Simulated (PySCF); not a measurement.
TaI₂, SMILES [I][Ta][I] (connectivity only; charge and spin as stated), neutral, multiplicity 4.

Geometry: r2SCAN-D4/def2-SVP. The multiplicity is an assumed one; other spin states were not compared. The def2 effective core potentials stand for the cores of I, Ta; spin–orbit coupling is left out.

Two levels are set side by side: PBE/def2-TZVPD (PySCF) and r2SCAN/def2-TZVPD (PySCF). Same geometry, gas phase. Differences are taken from unrounded values.

```csv
quantity,r2SCAN,PBE,PBE minus r2SCAN
α-spin orbital gap (eV),1.28,0.70,-0.58
β-spin orbital gap (eV),4.77,3.70,-1.06
mean polarisability (bohr³),125.4,131.6,6.2
```

Rough cost on one machine, each run with all the roots and properties that it gave: r2SCAN against PBE about 3 times.
